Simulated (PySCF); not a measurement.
PySCF 2.14 calculation with NMR shieldings at PBE0/pcSseg-1/GIAO and GFN2-xTB geometry; a single conformation, averaged over atoms made equivalent by symmetry, fast rotation or ring inversion, non-relativistic Hamiltonian, in vacuum.

Referencing at the same level of theory: 1H and 13C vs TMS. Shifts are as computed. Against solution values, carbons near 30 ppm lie about +3 ppm off and those near 130 ppm about +5 ppm. Of 1211 compounds with measured shifts, 218 miss one by over three times the rms of a fit or turn the order of signals round; such compounds aren't used in these exercises.

**Question.** Order these molecules by the shift of their most deshielded carbon-bound hydrogen, lowest δ first.
A. FC(F)(F)CC=C1C=CC=C1
B. Cc1cnn(C)n1
C. C/N=C/C#CC1=C[SiH2][C@H]1C
D. C#CC/P=P/C(C)(C)C

**Answer.** D (3.95 ppm, hydrogen on a propargylic sp3 CH2 bonded to P), A (6.83 ppm, hydrogen on an alkene CH), B (7.49 ppm, hydrogen on an aromatic CH next to a ring nitrogen), C (8.00 ppm, hydrogen on a C=N carbon).

**Question.** Order these molecules by the shift of their most deshielded carbon, lowest δ first.
A. Cc1cnn(C)n1
B. C#CC/P=P/C(C)(C)C
C. Cc1cnnn1C
D. C/N=C/C#CC1=C[SiH2][C@H]1C

**Answer.** B (84.9 ppm, alkyne carbon), C (138.2 ppm, substituted aromatic carbon next to a ring nitrogen), A (147.3 ppm, substituted aromatic carbon next to a ring nitrogen), D (159.2 ppm, fully substituted alkene carbon).

**Question.** How many 13C and 1H signals does each give (equivalence by symmetry and fast rotation, but not about amide C–N or C=N bonds)? `Cc1cnn(C)n1`, `C/N=C/C#CC1=C[SiH2][C@H]1C`, `Cc1cnnn1C`, `FC(F)(F)CC=C1C=CC=C1`, `C#CC/P=P/C(C)(C)C`

**Answer.** Cc1cnn(C)n1: 4 C, 3 H; C/N=C/C#CC1=C[SiH2][C@H]1C: 8 C, 7 H; Cc1cnnn1C: 4 C, 3 H; FC(F)(F)CC=C1C=CC=C1: 8 C, 6 H; C#CC/P=P/C(C)(C)C: 5 C, 3 H.
